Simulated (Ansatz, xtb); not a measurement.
C5H8O2: which of two isomers lies lower

We compare a, `C=C[C@@H]1OC[C@H]1O`, a singlet, with b, `C=CC1(O)COC1`, a singlet. Both are isolated molecules in the gas phase, relaxed with PBE0-D3(BJ)/def2-SVP, each in the lowest conformer that the search found.

a (Å):

```yaml
atoms:
  - { symbol: C, position_ang: [0.8172, -1.3080, -0.9109] }
  - { symbol: C, position_ang: [0.1848, -0.2677, -0.3688] }
  - { symbol: C, position_ang: [-0.8917, 0.4930, -1.0571] }
  - { symbol: C, position_ang: [-1.2032, 1.2503, -2.9439] }
  - { symbol: C, position_ang: [-0.5489, 1.8652, -1.6987] }
  - { symbol: O, position_ang: [-1.2642, -0.0315, -2.3289] }
  - { symbol: O, position_ang: [-1.0502, 3.0305, -1.1506] }
  - { symbol: H, position_ang: [0.5373, -1.6632, -1.9062] }
  - { symbol: H, position_ang: [1.6132, -1.8331, -0.3778] }
  - { symbol: H, position_ang: [0.4482, 0.0935, 0.6325] }
  - { symbol: H, position_ang: [-1.7726, 0.5954, -0.3859] }
  - { symbol: H, position_ang: [-0.6254, 1.2451, -3.8830] }
  - { symbol: H, position_ang: [-2.2083, 1.6713, -3.1483] }
  - { symbol: H, position_ang: [0.5369, 1.9997, -1.8085] }
  - { symbol: H, position_ang: [-2.0055, 2.9386, -1.0573] }
```

b (Å):

```csv
atom,x (Å),y (Å),z (Å)
C,-0.9579,-2.0936,-0.2375
C,-0.6548,-0.9797,-0.9038
C,-0.0627,0.2479,-0.2812
C,-0.5618,1.5677,-0.9239
C,1.2735,0.6793,-0.9167
O,-0.0062,0.1988,1.1076
O,0.6401,1.7064,-1.6703
H,-0.7642,-2.1806,0.8357
H,-1.3890,-2.9610,-0.7424
H,-0.8223,-0.9184,-1.9853
H,-0.8839,-0.0358,1.4316
H,-1.4578,1.5219,-1.5659
H,-0.6881,2.3591,-0.1620
H,1.7942,-0.0574,-1.5496
H,1.9659,1.0697,-0.1490
```

Question: Estimate E(b) − E(a) at the level CCSD(T)/def2-SVP + ΔMP2/def2-TZVPP.

Answer: CCSD(T)/def2-SVP + ΔMP2/def2-TZVPP gives E(b) − E(a) = +0.64 kcal/mol, slightly favouring structure a, which is too small a margin to settle the true order.

How the difference moves with the method:

```json
{"level": "GFN2-xTB", "geometry": "GFN2-xTB", "E(b) − E(a) (kcal/mol)": "+1.59", "departure from the last row (kcal/mol)": "+0.94", "job, with rough time for the two": "optimisation, 0.21 s"}
{"level": "HF/STO-3G", "geometry": "GFN2-xTB", "E(b) − E(a) (kcal/mol)": "+1.42", "departure from the last row (kcal/mol)": "+0.78", "job, with rough time for the two": "single point, 0.38 s"}
{"level": "r2SCAN-D4/def2-SVP", "geometry": "GFN2-xTB", "E(b) − E(a) (kcal/mol)": "+0.82", "departure from the last row (kcal/mol)": "+0.17", "job, with rough time for the two": "single point, 3.4 s"}
{"level": "PBE0-D3(BJ)/def2-SVP", "geometry": "PBE0-D3(BJ)/def2-SVP", "E(b) − E(a) (kcal/mol)": "+1.12", "departure from the last row (kcal/mol)": "+0.47", "job, with rough time for the two": "optimisation, 58 s"}
{"level": "HF/def2-SVP", "geometry": "PBE0-D3(BJ)/def2-SVP", "E(b) − E(a) (kcal/mol)": "+1.40", "departure from the last row (kcal/mol)": "+0.76", "job, with rough time for the two": "part of the CCSD(T) run"}
{"level": "MP2/def2-SVP", "geometry": "PBE0-D3(BJ)/def2-SVP", "E(b) − E(a) (kcal/mol)": "+0.36", "departure from the last row (kcal/mol)": "−0.28", "job, with rough time for the two": "part of the CCSD(T) run"}
{"level": "CCSD(T)/def2-SVP", "geometry": "PBE0-D3(BJ)/def2-SVP", "E(b) − E(a) (kcal/mol)": "+0.55", "departure from the last row (kcal/mol)": "−0.10", "job, with rough time for the two": "single point"}
{"level": "CCSD(T)/def2-SVP + ΔMP2/def2-TZVPP", "geometry": "PBE0-D3(BJ)/def2-SVP", "E(b) − E(a) (kcal/mol)": "+0.64", "departure from the last row (kcal/mol)": "", "job, with rough time for the two": "single point, 48 s"}
```

As drawn, both hold the same kinds of bond in the same numbers.

The largest departure from CCSD(T)/def2-SVP + ΔMP2/def2-TZVPP is that of GFN2-xTB, 0.94 kcal/mol. The last row adds to CCSD(T) the change of the MP2 difference between the two basis sets, here +0.10 kcal/mol.

With thermal terms from frequencies at re-optimised GFN2-xTB minima (ideal gas, soft modes damped towards free rotors, one conformer each, 298.15 K, 1 atm): the zero-point term adds −0.19 kcal/mol; ΔH is +0.48 and ΔG +0.62 kcal/mol.

The correlated steps freeze 7 core orbitals. Mirror images aren't counted in ΔG. Run with Ansatz 0.2.0, xtb 6.7.1; the last row on 2 threads of Intel(R) Xeon(R) 6975P-C (Granite Rapids) on a shared host.
